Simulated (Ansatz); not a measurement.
Species: H₄B₄, SMILES `BB1BB1` (H–B–B–B torsion 90°) (charge 0, multiplicity 1), formula H₄B₄.

### Question
How many basis functions does frozen-core CCSD(T)/cc-pVTZ // B3LYP-D3(BJ)/def2-TZVP (Ansatz, an electronic-structure program) use, how many core orbitals are frozen, and how many electrons are correlated?

### Answer
176 basis functions and 4 frozen orbitals, which leaves 16 correlated electrons. Core time is of the order of seconds.
